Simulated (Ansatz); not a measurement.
Total energies of `[F][Ge][Cl]`.

Z-matrix (Å, degrees):
```
Ge
F 1 1.748
Cl 1 2.180 2 98.4
```

Charge 0, multiplicity 1. Correlated methods include outer-core shells of Ge, which these sets cover unevenly. Scalar relativity is left out up to krypton. The geometry is a stationary point of PBE0-D4/def2-TZVP. Basis def2-TZVPP, the Gaussian-basis code of Ansatz.

RPA on PBE orbitals: Hartree–Fock energy of these orbitals -2634.39243 Eh, correlation -1.01879 Eh (frozen core).

```
             functional  energy without D4 (Eh)  D4 term (kJ/mol)
                    PBE             -2636.60013              -6.2
                 r2SCAN             -2637.10898              -1.2
                 B97M-V             -2636.64318                 –
                   PBE0             -2636.68094              -5.2
                  B3LYP             -2637.25344             -10.4
                r2SCANh             -2637.09232              -1.4
                r2SCAN0             -2637.06870              -1.6
HSE06 (plane-wave form)             -2636.67018              -4.9
              CAM-B3LYP             -2637.30505              -5.4
                LC-ωPBE             -2636.72490                 –
                ωB97X-V             -2636.89288                 –
                ωB97M-V             -2637.03525                 –
                 B2PLYP             -2636.64421                 –
               PBE-QIDH             -2636.25225                 –
```

Task: Give the same for LDA (SPW92), revPBE, BLYP, BHLYP. (Best estimate.)

Result: Ansatz gave: 
```
 functional  energy without D4 (Eh)  D4 term (kJ/mol)
LDA (SPW92)             -2631.91977                 –
     revPBE             -2636.91503             -16.2
       BLYP             -2637.25210             -13.7
      BHLYP             -2637.13466              -9.3
```

B3LYP takes the VWN-RPA correlation (the form of Gaussian; ORCA's B3LYP/G). HSE06 is the plane-wave form, built on full-range PBE exchange. The double hybrids freeze the cores in their second-order part.

LC-ωPBE has ω = 0.4 bohr⁻¹.
